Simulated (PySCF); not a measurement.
Compound: C5H4FOP3.
Atom-mapped SMILES: `[CH3:1][c:2]1[p:3][c:4]([F:5])[p:6][c:7]([CH:8]=[O:9])[p:10]1`

Structure used (GFN2-xTB), in Å, numbered top down from 1:
```xyz
14
C5H4FOP3 angstrom
C     -2.4977   -0.7912    0.3796
C     -1.1794   -0.0971    0.1355
P     -1.3465    1.6200   -0.1266
C      0.2827    2.1804   -0.3840
F      0.2951    3.5317   -0.6010
P      1.8864    1.5184   -0.4360
C      1.5994   -0.1775   -0.1368
C      2.7918   -1.0117   -0.1187
O      2.7488   -2.2042    0.0782
P      0.1871   -1.1794    0.1689
H     -2.3432   -1.8359    0.6464
H     -3.0535   -0.3065    1.1820
H     -3.1226   -0.7586   -0.5132
H      3.7507   -0.4888   -0.2965
```

Definitions: NICS(0) = −σiso at the ring centroid; NICS(1) = −σiso and NICS(1)zz = −σzz at ±1 Å along the ring normal z. Level: GIAO PBE0/pcSseg-1 (PySCF, non-relativistic, gas phase) on the GFN2-xTB geometry, one conformer.

Ring bond lengths (Å), with Mayer bond orders in brackets: C2–P3 1.745 (1.24), P3–C4 1.742 (1.27), C4–P6 1.736 (1.26), P6–C7 1.746 (1.23), C7–P10 1.758 (1.22), P10–C2 1.743 (1.27).

Problem. Give the NICS values of each ring in ppm.

Solution. 
```csv
ring,type,NICS(0),"NICS(1), two faces","NICS(1)zz, two faces",rms pucker (Å),"centre to ring atoms, mean (Å)"
C2–P3–C4–P6–C7–P10,6-membered ring with 3 P; formal bonds all aromatic,-6.8,-9.6 / -9.4,-21.3 / -21.1,0.00,1.73
```

Problem. What do they say, and how far can they be read as aromaticity?

Solution. 
- C2–P3–C4–P6–C7–P10: mean NICS(1)zz -21.2 ppm, shielded.

Problem. And the bond-length index? HOMA = 1 − mean of α(R − Ropt)² over the ring bonds, with Krygowski's 1993 parameters (CP: Ropt 1.698 Å, α 118.91 Å⁻²).

Solution. 
- C2–P3–C4–P6–C7–P10: HOMA 0.73; the largest term is that of C7–P10, α(R − Ropt)² = 0.43.

Problem. How shielded are the nuclei of the rings and their hydrogens (means over atoms taken as equivalent)?

Solution. 
```json
{"atoms": "C2", "environment": "substituted aromatic carbon", "σ isotropic (ppm)": "-36.1", "principal values of the symmetric part, first atom (ppm)": "-247.4, -38.1, 177.0"}
{"atoms": "P3", "environment": "phosphorus bonded to 2 C", "σ isotropic (ppm)": "66.3", "principal values of the symmetric part, first atom (ppm)": "-214.0, -34.9, 447.8"}
{"atoms": "C4", "environment": "aromatic C–F carbon", "σ isotropic (ppm)": "-67.0", "principal values of the symmetric part, first atom (ppm)": "-255.1, -2.1, 56.2"}
{"atoms": "P6", "environment": "phosphorus bonded to 2 C", "σ isotropic (ppm)": "70.1", "principal values of the symmetric part, first atom (ppm)": "-300.9, -18.4, 529.5"}
{"atoms": "C7", "environment": "substituted aromatic carbon", "σ isotropic (ppm)": "-21.5", "principal values of the symmetric part, first atom (ppm)": "-189.1, -11.2, 135.9"}
{"atoms": "P10", "environment": "phosphorus bonded to 2 C", "σ isotropic (ppm)": "24.8", "principal values of the symmetric part, first atom (ppm)": "-346.3, -83.0, 503.6"}
```
